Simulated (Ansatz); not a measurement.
**Which method gave which barrier?**

Saddle point of BH$_{3}$SOF$_{2}$, closed shell (BHSF₂ ([F][B]([F])[SH]) + H₂O → BHOF₂ ([OH][B]([F])[F]) + H₂S; bonds formed: S2–H5; dative contacts that become bonds: B1–O6; bonds broken: B1–S2, H5–O6), PBE0-D4/def2-TZVP structure:

```json
{"atom": "B1", "x (Å)": "-0.5819", "y (Å)": "0.3435", "z (Å)": "-0.1861"}
{"atom": "S2", "x (Å)": "1.4862", "y (Å)": "0.4686", "z (Å)": "-0.5554"}
{"atom": "F3", "x (Å)": "-1.2370", "y (Å)": "-0.0826", "z (Å)": "-1.2724"}
{"atom": "F4", "x (Å)": "-0.9973", "y (Å)": "1.4917", "z (Å)": "0.3853"}
{"atom": "H5", "x (Å)": "0.8476", "y (Å)": "-0.4978", "z (Å)": "0.5534"}
{"atom": "O6", "x (Å)": "-0.3632", "y (Å)": "-0.7499", "z (Å)": "0.8397"}
{"atom": "H7", "x (Å)": "1.4847", "y (Å)": "-0.4995", "z (Å)": "-1.4866"}
{"atom": "H8", "x (Å)": "-0.6391", "y (Å)": "-0.4740", "z (Å)": "1.7222"}
```

Ansatz 0.2.0; basis: def2-TZVPP, with def2-QZVPP for the basis limit; cores frozen in the correlated methods. Extrapolation: Hartree–Fock as exp(−7.88 √X), correlation as X^−2.97. Four methods, as single points on the PBE0-D4 structures, gave these electronic barriers from the start structure: 24.2, 53.1, 74.9, 106.5 kJ/mol.

**Question.** The methods were, in alphabetical order, BHLYP-D4, HF, PBE0-D4, SPW92. Which gave which? (Judge from chemistry; the calculation decides.)

**Answer.** By the calculation: SPW92 24.2; PBE0-D4 53.1; BHLYP-D4 74.9; HF 106.5 kJ/mol. For comparison, CCSD(T) at an estimated basis limit (MP2 extrapolated from triple and quadruple zeta, plus CCSD(T) − MP2 in triple zeta) gives 67.6 kJ/mol.

The T1 diagnostic stays at or below 0.013.

Labels in which every atom is bracketed show which atoms are joined, not bond orders.

For scale, one of the runs: CCSD(T)/def2-TZVPP, 208 basis functions, launched by `ansatz run in.yaml --threads 4 --pin off --events-out ev --progress --plain --max-ram 9574MiB`. Hardware: 4 CPU threads of an Arm Neoverse V1, shared host. Wall time 71 s; peak host memory 3 GiB.
